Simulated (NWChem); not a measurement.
System: thienothiophene (C$_{6}$H$_{4}$S$_{2}$); SMILES s1ccc2sccc21

NWChem input:

```
start job
memory heap 200 mb stack 900 mb global 1100 mb
geometry units angstroms noautoz
  C      1.028375    -2.052721     0.000000
  C      1.628614    -0.824799     0.000000
  C      0.659273     0.222054     0.000000
  S      0.720363     1.965395     0.000000
  C     -1.028375     2.052721     0.000000
  C     -1.628614     0.824799     0.000000
  C     -0.659273    -0.222054     0.000000
  S     -0.720363    -1.965395     0.000000
  H      1.509165    -3.022000     0.000000
  H      2.702710    -0.680311     0.000000
  H     -1.509165     3.022000     0.000000
  H     -2.702710     0.680311     0.000000
end
basis spherical
  * library def2-svp
end
dft
  xc mn15-l
  iterations 150
  mulliken
end
task dft energy
```

Excerpt of the output:

```
             Northwest Computational Chemistry Package (NWChem) 7.3.0
             --------------------------------------------------------

 C2H symmetry detected

                             Geometry "geometry" -> ""
                             -------------------------

 Output coordinates in angstroms (scale by  1.889725989 to convert to a.u.)

  No.       Tag          Charge          X              Y              Z
 ---- ---------------- ---------- -------------- -------------- --------------
    1 C                    6.0000     1.01288327    -2.06040921     0.00000000
    2 C                    6.0000     1.62235482    -0.83704348     0.00000000
    3 C                    6.0000     0.66092696     0.21708159     0.00000000
    4 S                   16.0000     0.73514731     1.95991295     0.00000000
    5 C                    6.0000    -1.01288327     2.06040921     0.00000000
    6 C                    6.0000    -1.62235482     0.83704348     0.00000000
    7 C                    6.0000    -0.66092696    -0.21708159     0.00000000
    8 S                   16.0000    -0.73514731    -1.95991295     0.00000000
    9 H                    1.0000     1.48635833    -3.03328236     0.00000000
   10 H                    1.0000     2.69750874    -0.70065043     0.00000000
   11 H                    1.0000    -1.48635833     3.03328236     0.00000000
   12 H                    1.0000    -2.69750874     0.70065043     0.00000000

 Effective nuclear repulsion energy (a.u.)     473.8112568692

      Symmetry information
      --------------------

 Group name             C2h
 Group number             21
 Group order               4
 No. of unique centers     6

                                 NWChem DFT Module
                                 -----------------

 Summary of "ao basis" -> "ao basis" (spherical)
 ------------------------------------------------------------------------------
       Tag                 Description            Shells   Functions and Types
 ---------------- ------------------------------  ------  ---------------------
 C                          def2-svp                 6       14   3s2p1d
 S                          def2-svp                 8       18   4s3p1d
 H                          def2-svp                 3        5   2s1p

      Symmetry analysis of basis
      --------------------------

        ag         51
        au         19
        bg         19
        bu         51

            General Information
            -------------------
          SCF calculation type: DFT
          Wavefunction type:  closed shell.
          No. of atoms     :    12
          No. of electrons :    72
           Alpha electrons :    36
            Beta electrons :    36
          Charge           :     0
          Spin multiplicity:     1
          Use of symmetry is: on ; symmetry adaption is: on
          Maximum number of iterations: 150
          AO basis - number of functions:   140
                     number of shells:    64
          Convergence on energy requested:  1.00D-06
          Convergence on density requested:  1.00D-05
          Convergence on gradient requested:  5.00D-04

              XC Information
              --------------
                       MN15-L Method XC Functional
                        MN15-L Exchange Functional  1.000
                      MN15-L Correlation Potential  1.000

             Grid Information
             ----------------
          Grid used for XC integration:  medium
          Radial quadrature: Mura-Knowles
          Angular quadrature: Lebedev.
          Tag              B.-S. Rad. Rad. Pts. Rad. Cut. Ang. Pts.
          ---              ---------- --------- --------- ---------
          C                   0.70       49          13.0       434
          S                   1.00       88          12.0       590
          H                   0.35       45          15.0       434
          Grid pruning is: on
          Number of quadrature shells:   325
          Spatial weights used:  Erf1

      Superposition of Atomic Density Guess
      -------------------------------------

 Sum of atomic energies:       -1022.44061612

      Non-variational initial energy
      ------------------------------

 Total energy =   -1027.616251
 1-e energy   =   -2346.665576
 2-e energy   =     845.238068
 HOMO         =      -0.219978
 LUMO         =      -0.007722

      Symmetry analysis of molecular orbitals - initial
      -------------------------------------------------

  Numbering of irreducible representations:

     1 ag          2 au          3 bg          4 bu

  Orbital symmetries:

     1 ag          2 bu          3 ag          4 bu          5 ag
     6 bu          7 ag          8 bu          9 bu         10 ag
    11 ag         12 bu         13 ag         14 bu         15 au
    16 bg         17 ag         18 bu         19 bu         20 ag
    21 ag         22 bu         23 ag         24 bu         25 bu
    26 ag         27 au         28 ag         29 ag         30 bu
    31 bu         32 bg         33 ag         34 bg         35 au
    36 au         37 bg         38 au         39 bu         40 ag
    41 bg         42 ag         43 bu         44 bu         45 ag
    46 bu

     ---------------------------------------------
      Total Density - Mulliken Population Analysis
     ---------------------------------------------

[...]
```

Level: MN15-L/def2-SVP. Geometry: optimised at B3LYP/6-31G* (spherical d).
